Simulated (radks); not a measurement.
The numbers below are computed, except where a source is named.
The nuclear charge of the krypton ion Kr+ is varied continuously with 35 electrons held in [Ar] 3d10 4s2 4p5. Level of theory: scalar-relativistic Kohn-Sham, LDA (Slater exchange, Perdew-Wang correlation), spin-unpolarised, spherical densities, finite nucleus; Fermi nuclear charge, rms radius 4.1884 fm (a radial shooting solver on a logarithmic mesh with Libxc functionals). By the Hellmann-Feynman theorem dE/dZ = E(electron-nucleus)/Z, the electronic potential at the nucleus (averaged over a nucleus of fixed radius). The scalar-relativistic energy here is not variational (the density holds large components alone), so the two differ by a part that grows with Z.

| Z | E (hartree) | E(electron-nucleus)/Z (hartree) | HOMO | e(HOMO) (eV) | <r> HOMO (bohr) |
|---|---|---|---|---|---|
| 35.5 | -2693.82159 | -182.904 | 4p | -13.513 | 1.949 |
| 36 | -2786.28886 | -186.368 | 4p | -19.699 | 1.826 |
| 36.5 | -2880.49567 | -189.831 | 4p | -26.504 | 1.723 |
| 37 | -2976.44199 | -193.295 | 4p | -33.894 | 1.635 |

The central difference of E at Z = 36 is -186.674 hartree, to compare with the third column; the second derivative is -6.96 hartree.
